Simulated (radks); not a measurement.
Values are calculated unless marked as measured or tabulated.
Neutral phosphorus inside a hard spherical wall (all orbitals vanish at R), configuration held at [Ne] 3s2 3p3 and not refilled when levels cross. Level of theory: non-relativistic Kohn-Sham, PBEsol, spin-polarised, spherical densities, point nucleus; open shells are filled with parallel spins first (a radial shooting solver on a logarithmic mesh with Libxc functionals). Eigenvalues in eV for spin up, with the zero of energy where the potential of the charges vanishes at infinity; a dash marks a level that is unbound or too diffuse for the functional's potential to be trusted. A positive occupied level is held by the wall or, in an anion where self-interaction has pushed it up, behind a barrier. The pressure on the wall is -dE/dV.

R (bohr)	E (hartree)	kinetic (hartree)	e(2s)	e(2p)	e(3s)	e(3p)	e(4s, empty)	e(4p, empty)	pressure (GPa)
free	-340.52939	340.002	-172.31	-124.07	-14.669	-6.253	-	-	0
20	-340.52939	340.002	-172.31	-124.07	-14.669	-6.253	-	-	< 0.0001
12	-340.52939	340.002	-172.31	-124.07	-14.668	-6.253	-0.184	1.059	< 0.0001
10	-340.52932	340.003	-172.30	-124.06	-14.662	-6.247	0.183	1.801	0.00214
7	-340.52552	340.034	-172.05	-123.81	-14.490	-6.065	2.522	5.531	0.250
3.5	-339.96296	342.501	-162.14	-113.83	-7.508	2.357	38.508	46.656	168
2.5	-337.61697	349.775	-144.52	-95.971	11.118	23.787	111.86	120.62	1910
2	-333.21646	361.204	-126.01	-77.023	41.835	56.582	213.42	217.71	8370
